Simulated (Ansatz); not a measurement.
Ge₃Sb₂⁻. Charge -1, multiplicity 2. Geometry r2SCAN-D4/def2-SVPD; atoms count from 1.

```xyz
5

Sb   -0.919    1.812   -0.499
Sb    1.598    0.450   -1.273
Ge    1.811   -1.799   -0.073
Ge   -0.257   -0.856    0.671
Ge   -2.234    0.392    1.174
```

In the def2 sets Sb takes a core potential; there is no spin–orbit coupling. Another isomer (doublet) lies 0.95 eV lower at PBE0-D4/def2-TZVPD; other spin states weren't run for this one.

Problem. Estimate the Mulliken populations from the PBE0/def2-TZVPD orbitals of Ansatz.

Solution. 
| atom | charge (e) | spin (α − β) |
| --- | --- | --- |
| Sb1 | -0.18 | 0.34 |
| Sb2 | -0.18 | 0.34 |
| Ge3 | -0.39 | -0.08 |
| Ge4 | 0.15 | 0.48 |
| Ge5 | -0.39 | -0.08 |
Mulliken values depend strongly on the basis. With diffuse functions, as here, like atoms can get unlike values, and bond orders can come out too low or too high.

Problem. Where does the spin sit?

Solution. Summed by element: Sb 0.68, Ge 0.32, of 1 unpaired in all. Largest on single atoms: Ge4 0.48, Sb1 0.34, Sb2 0.34.

Problem. And the Mayer bond orders between heavy atoms (over 0.3)?

Solution. Sb1–Sb2 0.72 (2.97 Å); Sb1–Ge4 0.59 (2.99 Å); Sb1–Ge5 1.34 (2.56 Å); Sb2–Ge3 1.34 (2.56 Å); Sb2–Ge4 0.59 (2.99 Å); Ge3–Ge4 0.77 (2.39 Å); Ge4–Ge5 0.77 (2.39 Å).
